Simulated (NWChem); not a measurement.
System: CH5GaO2; SMILES [OH][Ga]([CH3])[OH]

Input file for NWChem:

```
start job
memory heap 200 mb stack 900 mb global 1100 mb
geometry units angstroms noautoz
  Ga    -0.023840     0.000154     0.000147
  C      0.215301    -1.933119     0.000544
  H      0.701725    -2.262583    -0.929827
  H     -0.764650    -2.424155     0.078739
  H      0.842756    -2.252964     0.845535
  O     -1.654106     0.717880    -0.001400
  H     -1.640394     1.680747    -0.006022
  O      1.247695     1.260308    -0.001791
  H      2.152687     0.935259    -0.000347
end
basis spherical
  Ga library 6-31g*
  C library 6-31g*
  H library 6-31g*
  O library 6-31g*
end
dft
  xc hfexch
  iterations 150
  mulliken
end
task dft energy
```

Structure relaxed at the PBE0/def2-SVP level.

### Question
Predict the main results of this run. (Hartree-Fock/6-31G* (spherical d).) Quantities: basis functions; energy (Ha); highest occupied level (eV); orbital gap (eV); dipole (D).

### Answer
| Property | Result |
|---|---|
| number of basis functions | 84 |
| energy (Ha) | -2113.52 |
| highest occupied level (eV) | -11.84 |
| orbital gap (eV) | 14.49 |
| dipole (D) | 2.60 |
